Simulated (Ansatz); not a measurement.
A short molecular-dynamics run on CH$_{3}$NZn.

```yaml
crystal:
  periodic: [false, false, false]
  atoms:
    - {symbol: C, position_ang: [-0.486949, 0.020017, -0.549190]}
    - {symbol: N, position_ang: [-0.171754, 0.082206, 0.669449]}
    - {symbol: Zn, position_ang: [2.886380, -0.418276, 0.797495]}
    - {symbol: H, position_ang: [-1.500322, 0.159242, -0.940011]}
    - {symbol: H, position_ang: [0.295442, -0.186529, -1.283032]}
    - {symbol: H, position_ang: [-0.980698, 0.279338, 1.258887]}
basis:
  gaussian: {orbitals: "6-31G*"}
hamiltonian: {xc: {name: r2SCAN}}
md: {timestep: 1 fs, n_steps: 50, ensemble: nvt_nose_hoover, temperature: 1500, initial_velocities: maxwell_boltzmann, seed: 684}
```

```sh
$ ansatz run in.yaml --threads 2 --pin off --events-out ev --progress --plain --max-ram 4352MiB
```

| step | time (fs) | potential energy (eV) | kinetic (eV) | T (K) | conserved (eV) |
| --- | --- | --- | --- | --- | --- |
| 0 | 0.0 | -50982.4484 | 0.7756 | 1500 | -50981.6728 |
| 1 | 1.0 | -50982.4114 | 0.7419 | 1435 | -50981.6694 |
| 2 | 2.0 | -50982.3231 | 0.6584 | 1273 | -50981.6648 |
| 3 | 3.0 | -50982.2493 | 0.5844 | 1130 | -50981.6649 |
| 4 | 4.0 | -50982.1914 | 0.5245 | 1014 | -50981.6670 |
| 5 | 5.0 | -50982.1217 | 0.4558 | 882 | -50981.6661 |
| 6 | 6.0 | -50982.0519 | 0.3889 | 752 | -50981.6632 |
| 7 | 7.0 | -50982.0238 | 0.3629 | 702 | -50981.6613 |
| 8 | 8.0 | -50982.0658 | 0.4044 | 782 | -50981.6620 |
| 9 | 9.0 | -50982.1674 | 0.5033 | 973 | -50981.6649 |
| 10 | 10.0 | -50982.2836 | 0.6165 | 1192 | -50981.6683 |
| 11 | 11.0 | -50982.3639 | 0.6962 | 1346 | -50981.6694 |
| 12 | 12.0 | -50982.3933 | 0.7282 | 1408 | -50981.6671 |
| 13 | 13.0 | -50982.4017 | 0.7386 | 1429 | -50981.6656 |
| 14 | 14.0 | -50982.4094 | 0.7448 | 1441 | -50981.6676 |
| 15 | 15.0 | -50982.3914 | 0.7259 | 1404 | -50981.6691 |
| 16 | 16.0 | -50982.3298 | 0.6667 | 1290 | -50981.6671 |
| 17 | 17.0 | -50982.2542 | 0.5949 | 1151 | -50981.6638 |
| 18 | 18.0 | -50982.2138 | 0.5566 | 1076 | -50981.6623 |
| 19 | 19.0 | -50982.2337 | 0.5761 | 1114 | -50981.6632 |
| 20 | 20.0 | -50982.2998 | 0.6398 | 1237 | -50981.6661 |
| 21 | 21.0 | -50982.3670 | 0.7043 | 1362 | -50981.6694 |
| 22 | 22.0 | -50982.3867 | 0.7242 | 1401 | -50981.6699 |
| 23 | 23.0 | -50982.3540 | 0.6959 | 1346 | -50981.6662 |
| 24 | 24.0 | -50982.3218 | 0.6670 | 1290 | -50981.6636 |
| 25 | 25.0 | -50982.3271 | 0.6708 | 1297 | -50981.6657 |
| 26 | 26.0 | -50982.3411 | 0.6833 | 1322 | -50981.6679 |
| 27 | 27.0 | -50982.3305 | 0.6745 | 1304 | -50981.6669 |
| 28 | 28.0 | -50982.3080 | 0.6553 | 1267 | -50981.6643 |
| 29 | 29.0 | -50982.3119 | 0.6617 | 1280 | -50981.6626 |
| 30 | 30.0 | -50982.3687 | 0.7188 | 1390 | -50981.6631 |
| 31 | 31.0 | -50982.4689 | 0.8166 | 1579 | -50981.6664 |
| 32 | 32.0 | -50982.5612 | 0.9058 | 1752 | -50981.6705 |
| 33 | 33.0 | -50982.5859 | 0.9310 | 1801 | -50981.6711 |
| 34 | 34.0 | -50982.5355 | 0.8855 | 1713 | -50981.6672 |
| 35 | 35.0 | -50982.4655 | 0.8192 | 1584 | -50981.6645 |
| 36 | 36.0 | -50982.4153 | 0.7681 | 1486 | -50981.6663 |
| 37 | 37.0 | -50982.3637 | 0.7159 | 1385 | -50981.6677 |
| 38 | 38.0 | -50982.2904 | 0.6453 | 1248 | -50981.6658 |
| 39 | 39.0 | -50982.2216 | 0.5805 | 1123 | -50981.6625 |
| 40 | 40.0 | -50982.2061 | 0.5674 | 1097 | -50981.6608 |
| 41 | 41.0 | -50982.2694 | 0.6298 | 1218 | -50981.6625 |
| 42 | 42.0 | -50982.3856 | 0.7428 | 1437 | -50981.6665 |
| 43 | 43.0 | -50982.4927 | 0.8478 | 1640 | -50981.6697 |
| 44 | 44.0 | -50982.5426 | 0.8992 | 1739 | -50981.6693 |
| 45 | 45.0 | -50982.5401 | 0.9006 | 1742 | -50981.6666 |
| 46 | 46.0 | -50982.5211 | 0.8829 | 1708 | -50981.6664 |
| 47 | 47.0 | -50982.4872 | 0.8478 | 1640 | -50981.6688 |
| 48 | 48.0 | -50982.4075 | 0.7690 | 1487 | -50981.6689 |
| 49 | 49.0 | -50982.2825 | 0.6482 | 1254 | -50981.6656 |
| 50 | 50.0 | -50982.1611 | 0.5309 | 1027 | -50981.6622 |

Velocities are drawn at the set temperature; a run this short doesn't reach equilibrium.

Frames (Å, forces in eV/Å):

```xyz
6
time=0.0 fs
C    -0.487    0.020   -0.549   -0.230   -0.013   -0.576
N    -0.172    0.082    0.669    0.720   -0.060    0.682
Zn    2.886   -0.418    0.797   -0.230    0.037   -0.015
H    -1.500    0.159   -0.940   -0.154    0.013   -0.126
H     0.295   -0.187   -1.283    0.094   -0.021   -0.060
H    -0.981    0.279    1.259   -0.199    0.045    0.095
6
time=1.0 fs
C    -0.486    0.013   -0.552    0.520    0.329    0.805
N    -0.154    0.082    0.677    0.504   -0.294   -0.533
Zn    2.882   -0.417    0.797   -0.236    0.038   -0.014
H    -1.449    0.186   -0.986   -1.158    0.082   -0.054
H     0.276   -0.163   -1.283    0.824   -0.286   -0.445
H    -0.953    0.274    1.271   -0.453    0.130    0.241
6
time=2.0 fs
C    -0.485    0.005   -0.554    0.996    0.628    1.755
N    -0.136    0.081    0.685    0.132   -0.466   -1.467
Zn    2.877   -0.417    0.796   -0.243    0.039   -0.015
H    -1.409    0.213   -1.033   -1.710    0.115    0.111
H     0.265   -0.142   -1.287    1.332   -0.483   -0.639
H    -0.930    0.270    1.285   -0.508    0.166    0.255
6
time=3.0 fs
C    -0.483   -0.001   -0.555    1.190    0.939    1.894
N    -0.117    0.080    0.692   -0.390   -0.559   -2.031
Zn    2.872   -0.416    0.795   -0.248    0.041   -0.015
H    -1.386    0.241   -1.078   -1.587    0.013    0.504
H     0.266   -0.125   -1.297    1.375   -0.578   -0.460
H    -0.912    0.268    1.301   -0.339    0.145    0.108
6
time=4.0 fs
C    -0.480   -0.007   -0.554    1.296    1.274    1.351
N    -0.099    0.078    0.697   -0.962   -0.590   -2.289
Zn    2.867   -0.415    0.795   -0.254    0.042   -0.016
H    -1.377    0.269   -1.119   -1.014   -0.222    1.052
H     0.281   -0.114   -1.311    0.974   -0.594    0.036
H    -0.897    0.267    1.319   -0.041    0.090   -0.135
6
time=5.0 fs
C    -0.477   -0.012   -0.552    1.449    1.579    0.603
N    -0.082    0.076    0.701   -1.451   -0.591   -2.368
Zn    2.862   -0.414    0.794   -0.260    0.043   -0.018
H    -1.379    0.296   -1.150   -0.361   -0.493    1.552
H     0.305   -0.109   -1.325    0.375   -0.570    0.600
H    -0.883    0.267    1.335    0.247    0.032   -0.370
6
time=6.0 fs
C    -0.471   -0.016   -0.549    1.642    1.790    0.030
N    -0.066    0.074    0.703   -1.761   -0.587   -2.374
Zn    2.857   -0.413    0.793   -0.266    0.044   -0.020
H    -1.384    0.317   -1.165    0.151   -0.714    1.865
H     0.332   -0.110   -1.334   -0.187   -0.531    1.016
H    -0.866    0.267    1.348    0.421   -0.003   -0.517
6
time=7.0 fs
C    -0.465   -0.018   -0.547    1.819    1.876   -0.227
N    -0.051    0.071    0.703   -1.846   -0.595   -2.361
Zn    2.852   -0.412    0.792   -0.275    0.046   -0.022
H    -1.387    0.332   -1.163    0.454   -0.842    1.955
H     0.358   -0.115   -1.333   -0.586   -0.484    1.190
H    -0.845    0.267    1.356    0.434   -0.001   -0.535
6
time=8.0 fs
C    -0.457   -0.019   -0.544    1.944    1.830   -0.161
N    -0.037    0.068    0.702   -1.701   -0.616   -2.333
Zn    2.846   -0.412    0.792   -0.286    0.047   -0.024
H    -1.386    0.339   -1.143    0.538   -0.865    1.829
H     0.378   -0.125   -1.320   -0.778   -0.435    1.110
H    -0.820    0.268    1.358    0.283    0.040   -0.420
6
time=9.0 fs
C    -0.448   -0.018   -0.542    2.006    1.653    0.198
N    -0.024    0.064    0.699   -1.358   -0.645   -2.254
Zn    2.841   -0.411    0.791   -0.298    0.048   -0.027
H    -1.380    0.337   -1.104    0.387   -0.773    1.499
H     0.390   -0.139   -1.297   -0.748   -0.393    0.784
H    -0.792    0.268    1.357    0.012    0.111   -0.200
6
time=10.0 fs
C    -0.437   -0.016   -0.540    2.001    1.362    0.791
N    -0.012    0.060    0.695   -0.896   -0.660   -2.037
Zn    2.836   -0.410    0.790   -0.312    0.049   -0.029
H    -1.370    0.328   -1.052   -0.012   -0.570    0.989
H     0.396   -0.157   -1.266   -0.494   -0.373    0.238
H    -0.764    0.270    1.354   -0.287    0.193    0.049
6
time=11.0 fs
C    -0.424   -0.013   -0.537    1.893    1.010    1.454
N    -0.001    0.055    0.689   -0.422   -0.626   -1.562
Zn    2.831   -0.409    0.790   -0.325    0.049   -0.030
H    -1.360    0.314   -0.989   -0.590   -0.296    0.379
H     0.397   -0.178   -1.233   -0.067   -0.385   -0.457
H    -0.739    0.273    1.351   -0.489    0.247    0.217
6
time=12.0 fs
C    -0.410   -0.009   -0.533    1.590    0.687    1.859
N     0.010    0.050    0.682   -0.021   -0.511   -0.736
Zn    2.826   -0.408    0.789   -0.337    0.049   -0.031
H    -1.356    0.296   -0.924   -1.100   -0.052   -0.179
H     0.397   -0.204   -1.204    0.364   -0.415   -1.130
H    -0.719    0.279    1.350   -0.496    0.241    0.217
6
time=13.0 fs
C    -0.395   -0.004   -0.527    1.003    0.452    1.637
N     0.021    0.045    0.675    0.309   -0.313    0.421
Zn    2.820   -0.407    0.788   -0.347    0.048   -0.032
H    -1.362    0.278   -0.859   -1.183    0.050   -0.544
H     0.400   -0.233   -1.186    0.533   -0.402   -1.532
H    -0.703    0.287    1.351   -0.315    0.164    0.050
6
time=14.0 fs
C    -0.378    0.000   -0.520    0.182    0.242    0.688
N     0.032    0.040    0.668    0.631   -0.069    1.747
Zn    2.815   -0.406    0.787   -0.355    0.047   -0.033
H    -1.380    0.261   -0.801   -0.698    0.001   -0.719
H     0.409   -0.266   -1.182    0.284   -0.265   -1.497
H    -0.690    0.297    1.353   -0.044    0.044   -0.186
6
time=15.0 fs
C    -0.362    0.005   -0.513   -0.678   -0.046   -0.689
N     0.043    0.034    0.662    0.997    0.164    2.995
Zn    2.809   -0.405    0.787   -0.360    0.045   -0.034
H    -1.405    0.244   -0.749    0.105   -0.096   -0.813
H     0.420   -0.301   -1.193   -0.259    0.008   -1.088
H    -0.678    0.307    1.353    0.195   -0.075   -0.371
6
time=16.0 fs
C    -0.346    0.011   -0.506   -1.405   -0.425   -2.027
N     0.055    0.029    0.658    1.405    0.336    3.906
Zn    2.804   -0.404    0.786   -0.363    0.044   -0.035
H    -1.428    0.225   -0.704    0.859   -0.142   -0.901
H     0.429   -0.337   -1.215   -0.813    0.342   -0.522
H    -0.664    0.317    1.350    0.317   -0.155   -0.420
6
time=17.0 fs
C    -0.331    0.015   -0.500   -1.906   -0.830   -2.949
N     0.068    0.023    0.657    1.813    0.420    4.270
Zn    2.798   -0.403    0.785   -0.363    0.042   -0.036
H    -1.443    0.206   -0.669    1.351   -0.107   -0.989
H     0.431   -0.369   -1.241   -1.176    0.645    0.006
H    -0.647    0.325    1.342    0.282   -0.171   -0.303
6
time=18.0 fs
C    -0.318    0.019   -0.497   -2.138   -1.195   -3.258
N     0.083    0.018    0.659    2.166    0.414    3.992
Zn    2.793   -0.402    0.784   -0.361    0.041   -0.034
H    -1.446    0.185   -0.642    1.523   -0.002   -1.052
H     0.420   -0.395   -1.268   -1.285    0.857    0.394
H    -0.627    0.331    1.332    0.095   -0.115   -0.041
6
time=19.0 fs
C    -0.307    0.022   -0.497   -2.081   -1.477   -2.925
N     0.099    0.014    0.664    2.392    0.351    3.150
Zn    2.787   -0.402    0.783   -0.357    0.040   -0.031
H    -1.433    0.164   -0.626    1.370    0.152   -1.074
H     0.398   -0.413   -1.290   -1.145    0.947    0.596
H    -0.606    0.336    1.321   -0.179   -0.014    0.284
6
time=20.0 fs
C    -0.297    0.024   -0.499   -1.742   -1.643   -2.039
N     0.116    0.009    0.670    2.392    0.291    1.989
Zn    2.781   -0.401    0.783   -0.351    0.041   -0.027
H    -1.408    0.145   -0.620    0.883    0.341   -1.043
H     0.365   -0.422   -1.307   -0.774    0.894    0.581
H    -0.587    0.341    1.313   -0.407    0.076    0.539
6
time=21.0 fs
C    -0.288    0.025   -0.503   -1.172   -1.662   -0.750
N     0.136    0.005    0.679    2.077    0.304    0.806
Zn    2.775   -0.400    0.782   -0.345    0.041   -0.022
H    -1.374    0.129   -0.624    0.084    0.548   -0.957
H     0.324   -0.422   -1.319   -0.194    0.684    0.325
H    -0.572    0.347    1.310   -0.450    0.085    0.599
6
time=22.0 fs
C    -0.281    0.024   -0.507   -0.513   -1.527    0.740
N     0.156    0.001    0.687    1.453    0.411   -0.203
Zn    2.769   -0.399    0.781   -0.338    0.042   -0.018
H    -1.339    0.118   -0.638   -0.862    0.746   -0.816
H     0.281   -0.416   -1.327    0.518    0.341   -0.143
H    -0.561    0.354    1.313   -0.258   -0.014    0.440
6
time=23.0 fs
C    -0.274    0.022   -0.510   -0.032   -1.300    2.109
N     0.178   -0.003    0.696    0.654    0.566   -1.002
Zn    2.764   -0.398    0.780   -0.328    0.043   -0.015
H    -1.313    0.115   -0.659   -1.563    0.894   -0.609
H     0.243   -0.406   -1.337    1.191   -0.026   -0.645
H    -0.552    0.361    1.320    0.078   -0.176    0.161
6
time=24.0 fs
C    -0.267    0.019   -0.512    0.044   -1.110    2.921
N     0.200   -0.006    0.704   -0.133    0.697   -1.637
Zn    2.758   -0.397    0.780   -0.316    0.043   -0.014
H    -1.301    0.120   -0.686   -1.598    0.941   -0.313
H     0.217   -0.397   -1.353    1.589   -0.241   -0.855
H    -0.543    0.365    1.328    0.414   -0.330   -0.103
6
time=25.0 fs
C    -0.260    0.015   -0.512   -0.209   -1.039    2.912
N     0.222   -0.009    0.710   -0.771    0.750   -2.166
Zn    2.752   -0.396    0.779   -0.299    0.042   -0.013
H    -1.305    0.134   -0.716   -0.945    0.860    0.066
H     0.206   -0.390   -1.377    1.588   -0.196   -0.542
H    -0.530    0.367    1.336    0.636   -0.417   -0.257
6
time=26.0 fs
C    -0.253    0.010   -0.509   -0.500   -1.025    2.269
N     0.244   -0.011    0.716   -1.188    0.703   -2.631
Zn    2.746   -0.395    0.778   -0.278    0.041   -0.012
H    -1.318    0.156   -0.745   -0.003    0.670    0.464
H     0.210   -0.385   -1.406    1.281    0.025    0.172
H    -0.510    0.365    1.341    0.687   -0.413   -0.261
6
time=27.0 fs
C    -0.246    0.005   -0.505   -0.621   -0.952    1.433
N     0.264   -0.013    0.719   -1.366    0.556   -3.051
Zn    2.739   -0.394    0.777   -0.254    0.039   -0.011
H    -1.331    0.184   -0.770    0.821    0.420    0.798
H     0.226   -0.379   -1.433    0.861    0.254    0.945
H    -0.485    0.359    1.343    0.559   -0.317   -0.115
6
time=28.0 fs
C    -0.240   -0.001   -0.499   -0.534   -0.765    0.732
N     0.284   -0.015    0.720   -1.335    0.330   -3.407
Zn    2.733   -0.393    0.776   -0.231    0.038   -0.010
H    -1.336    0.217   -0.787    1.343    0.161    1.023
H     0.251   -0.371   -1.452    0.469    0.384    1.514
H    -0.453    0.349    1.345    0.288   -0.149    0.147
6
time=29.0 fs
C    -0.234   -0.008   -0.493   -0.282   -0.477    0.288
N     0.303   -0.016    0.719   -1.182    0.075   -3.623
Zn    2.727   -0.392    0.775   -0.210    0.037   -0.009
H    -1.328    0.251   -0.794    1.533   -0.067    1.124
H     0.280   -0.360   -1.456    0.168    0.393    1.777
H    -0.419    0.339    1.348   -0.027    0.039    0.443
6
time=30.0 fs
C    -0.229   -0.016   -0.486    0.088   -0.131    0.121
N     0.321   -0.017    0.716   -1.044   -0.136   -3.565
Zn    2.721   -0.391    0.775   -0.192    0.037   -0.010
H    -1.306    0.285   -0.791    1.403   -0.235    1.100
H     0.310   -0.345   -1.443   -0.015    0.291    1.714
H    -0.386    0.328    1.355   -0.239    0.173    0.640
6
time=31.0 fs
C    -0.224   -0.023   -0.480    0.541    0.219    0.220
N     0.339   -0.018    0.710   -1.026   -0.246   -3.100
Zn    2.715   -0.390    0.774   -0.178    0.038   -0.011
H    -1.270    0.316   -0.777    0.954   -0.306    0.947
H     0.341   -0.327   -1.414   -0.061    0.098    1.330
H    -0.354    0.319    1.368   -0.231    0.196    0.614
6
time=32.0 fs
C    -0.218   -0.031   -0.473    1.035    0.508    0.546
N     0.355   -0.020    0.702   -1.105   -0.258   -2.207
Zn    2.708   -0.389    0.773   -0.165    0.039   -0.013
H    -1.225    0.345   -0.754    0.208   -0.245    0.671
H     0.371   -0.308   -1.372    0.044   -0.160    0.651
H    -0.325    0.313    1.387   -0.018    0.116    0.352
6
time=33.0 fs
C    -0.211   -0.037   -0.466    1.472    0.690    0.947
N     0.371   -0.022    0.692   -1.146   -0.230   -0.996
Zn    2.702   -0.388    0.772   -0.151    0.039   -0.016
H    -1.178    0.371   -0.725   -0.705   -0.059    0.314
H     0.401   -0.290   -1.323    0.263   -0.434   -0.212
H    -0.296    0.307    1.410    0.267   -0.006   -0.036
6
time=34.0 fs
C    -0.203   -0.044   -0.457    1.674    0.793    1.098
N     0.386   -0.023    0.682   -1.013   -0.224    0.362
Zn    2.696   -0.387    0.771   -0.132    0.038   -0.018
H    -1.137    0.396   -0.693   -1.464    0.140   -0.030
H     0.434   -0.277   -1.277    0.454   -0.647   -1.013
H    -0.264    0.301    1.432    0.482   -0.100   -0.399
6
time=35.0 fs
C    -0.194   -0.049   -0.449    1.492    0.937    0.657
N     0.401   -0.025    0.672   -0.644   -0.269    1.701
Zn    2.689   -0.385    0.771   -0.107    0.034   -0.022
H    -1.111    0.423   -0.661   -1.686    0.150   -0.257
H     0.472   -0.270   -1.240    0.396   -0.722   -1.457
H    -0.228    0.294    1.451    0.549   -0.130   -0.622
6
time=36.0 fs
C    -0.183   -0.054   -0.439    0.982    1.205   -0.402
N     0.415   -0.028    0.663   -0.062   -0.369    2.854
Zn    2.683   -0.384    0.770   -0.074    0.028   -0.026
H    -1.101    0.452   -0.631   -1.283   -0.133   -0.348
H     0.513   -0.269   -1.217   -0.013   -0.647   -1.434
H    -0.186    0.286    1.463    0.450   -0.083   -0.644
6
time=37.0 fs
C    -0.172   -0.058   -0.430    0.376    1.530   -1.708
N     0.429   -0.030    0.656    0.643   -0.519    3.648
Zn    2.677   -0.383    0.769   -0.034    0.019   -0.033
H    -1.103    0.479   -0.605   -0.552   -0.585   -0.369
H     0.554   -0.275   -1.208   -0.635   -0.481   -1.094
H    -0.140    0.278    1.469    0.203    0.036   -0.445
6
time=38.0 fs
C    -0.160   -0.061   -0.422   -0.120    1.785   -2.799
N     0.443   -0.033    0.652    1.340   -0.704    3.950
Zn    2.670   -0.382    0.768    0.013    0.009   -0.040
H    -1.110    0.500   -0.582    0.143   -1.001   -0.378
H     0.589   -0.286   -1.210   -1.229   -0.297   -0.671
H    -0.092    0.269    1.471   -0.146    0.208   -0.062
6
time=39.0 fs
C    -0.149   -0.062   -0.417   -0.411    1.900   -3.385
N     0.459   -0.036    0.650    1.867   -0.889    3.763
Zn    2.664   -0.381    0.767    0.066   -0.001   -0.046
H    -1.116    0.512   -0.563    0.615   -1.257   -0.398
H     0.612   -0.299   -1.218   -1.636   -0.142   -0.312
H    -0.045    0.263    1.473   -0.501    0.388    0.377
6
time=40.0 fs
C    -0.138   -0.062   -0.414   -0.474    1.864   -3.378
N     0.476   -0.040    0.651    2.070   -1.005    3.270
Zn    2.658   -0.380    0.766    0.127   -0.008   -0.048
H    -1.116    0.512   -0.547    0.817   -1.318   -0.424
H     0.620   -0.314   -1.229   -1.803   -0.033   -0.070
H    -0.004    0.260    1.478   -0.737    0.502    0.650
6
time=41.0 fs
C    -0.127   -0.061   -0.414   -0.325    1.684   -2.825
N     0.494   -0.044    0.654    1.879   -0.990    2.711
Zn    2.651   -0.379    0.766    0.195   -0.013   -0.044
H    -1.108    0.499   -0.536    0.747   -1.186   -0.448
H     0.610   -0.329   -1.240   -1.730    0.019    0.038
H     0.031    0.262    1.489   -0.766    0.485    0.569
6
time=42.0 fs
C    -0.116   -0.058   -0.416    0.008    1.373   -1.845
N     0.513   -0.050    0.659    1.363   -0.842    2.184
Zn    2.645   -0.378    0.765    0.270   -0.013   -0.035
H    -1.093    0.475   -0.529    0.400   -0.868   -0.458
H     0.584   -0.344   -1.251   -1.427    0.005   -0.003
H     0.059    0.269    1.506   -0.614    0.345    0.157
6
time=43.0 fs
C    -0.106   -0.053   -0.420    0.475    0.965   -0.596
N     0.533   -0.055    0.665    0.684   -0.621    1.624
Zn    2.639   -0.377    0.764    0.352   -0.008   -0.023
H    -1.074    0.443   -0.526   -0.194   -0.401   -0.436
H     0.544   -0.359   -1.262   -0.926   -0.085   -0.195
H     0.080    0.279    1.524   -0.390    0.150   -0.374
6
time=44.0 fs
C    -0.095   -0.048   -0.424    0.954    0.545    0.698
N     0.554   -0.062    0.673   -0.006   -0.400    0.953
Zn    2.632   -0.376    0.763    0.442    0.000   -0.011
H    -1.057    0.407   -0.528   -0.877    0.109   -0.362
H     0.495   -0.375   -1.275   -0.321   -0.234   -0.476
H     0.098    0.290    1.539   -0.194   -0.021   -0.802
6
time=45.0 fs
C    -0.083   -0.043   -0.427    1.229    0.211    1.720
N     0.575   -0.068    0.681   -0.607   -0.226    0.170
Zn    2.626   -0.375    0.762    0.544    0.010   -0.001
H    -1.049    0.372   -0.532   -1.312    0.493   -0.215
H     0.443   -0.393   -1.293    0.224   -0.369   -0.667
H     0.114    0.301    1.546   -0.076   -0.120   -1.007
6
time=46.0 fs
C    -0.070   -0.037   -0.430    1.093   -0.024    2.163
N     0.596   -0.075    0.690   -1.075   -0.125   -0.678
Zn    2.620   -0.374    0.761    0.661    0.019    0.006
H    -1.053    0.341   -0.539   -1.186    0.639    0.011
H     0.393   -0.414   -1.317    0.561   -0.381   -0.546
H     0.129    0.311    1.543   -0.053   -0.128   -0.956
6
time=47.0 fs
C    -0.057   -0.032   -0.430    0.560   -0.259    1.966
N     0.615   -0.082    0.698   -1.398   -0.106   -1.526
Zn    2.614   -0.373    0.760    0.798    0.025    0.013
H    -1.068    0.317   -0.546   -0.527    0.601    0.280
H     0.349   -0.439   -1.346    0.688   -0.217   -0.055
H     0.144    0.320    1.531   -0.121   -0.044   -0.677
6
time=48.0 fs
C    -0.043   -0.027   -0.429   -0.146   -0.562    1.376
N     0.634   -0.089    0.705   -1.604   -0.153   -2.291
Zn    2.608   -0.372    0.759    0.952    0.027    0.020
H    -1.089    0.298   -0.551    0.323    0.518    0.532
H     0.311   -0.467   -1.376    0.721    0.062    0.615
H     0.158    0.329    1.513   -0.247    0.108   -0.253
6
time=49.0 fs
C    -0.029   -0.022   -0.427   -0.791   -0.900    0.726
N     0.652   -0.096    0.710   -1.761   -0.209   -2.841
Zn    2.602   -0.371    0.759    1.120    0.026    0.027
H    -1.106    0.284   -0.550    1.035    0.478    0.716
H     0.280   -0.493   -1.400    0.757    0.340    1.204
H     0.169    0.338    1.492   -0.360    0.265    0.168
6
time=50.0 fs
C    -0.015   -0.018   -0.424   -1.244   -1.200    0.227
N     0.668   -0.103    0.713   -1.965   -0.188   -3.037
Zn    2.597   -0.370    0.758    1.297    0.022    0.035
H    -1.114    0.275   -0.542    1.454    0.497    0.811
H     0.256   -0.517   -1.413    0.822    0.533    1.549
H     0.177    0.350    1.473   -0.363    0.335    0.414
```

Hardware: 2 threads of an Arm Neoverse V1 on a shared host. Wall time 100 s, peak host memory 0.34 GiB.
